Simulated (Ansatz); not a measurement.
`C[Se][Al]([F])[F]` and `C[Se][AlH][F]` differ in one atom or group.

Ansatz, PBE0-D4/def2-TZVP geometries, multiplicity 1. Each molecule was computed in one conformer, which needn't be the lowest.

Scalar relativity is left out up to krypton.

```
                             property  `C[Se][Al]([F])[F]`
HOMO–LUMO gap (B3LYP/def2-TZVPP) / eV                 5.75
  LUMO energy (B3LYP/def2-TZVPP) / eV                -1.32
 HOMO–LUMO gap (PBE0/def2-TZVPP) / eV                 6.29
  HOMO–LUMO gap (PBE/def2-TZVPP) / eV                 4.32
LUMO energy (ωB97M-V/def2-TZVPP) / eV                 0.62
    HOMO energy (PBE/def2-TZVPP) / eV                -6.18
```

Q: What does the change do to each property? (Estimate.)

A: Ansatz gave: 
```tsv
property	`C[Se][AlH][F]`	shift
HOMO–LUMO gap (B3LYP/def2-TZVPP) / eV	5.72	-0.03
LUMO energy (B3LYP/def2-TZVPP) / eV	-1.14	0.18
HOMO–LUMO gap (PBE0/def2-TZVPP) / eV	6.16	-0.13
HOMO–LUMO gap (PBE/def2-TZVPP) / eV	4.33	0.01
LUMO energy (ωB97M-V/def2-TZVPP) / eV	0.66	0.04
HOMO energy (PBE/def2-TZVPP) / eV	-6.00	0.18
```

With PBE0 the HOMO rises by 0.21 eV and the LUMO rises by 0.08 eV, so the gap narrows by about 0.13 eV. PBE moves the HOMO by 0.18 eV and ωB97M-V by 0.22 eV.

B3LYP here is the variant with VWN-RPA as its local correlation; programs differ in this.

Spin–orbit coupling is left out; it splits and shifts lone-pair levels of the heavy atoms by tenths of an eV.
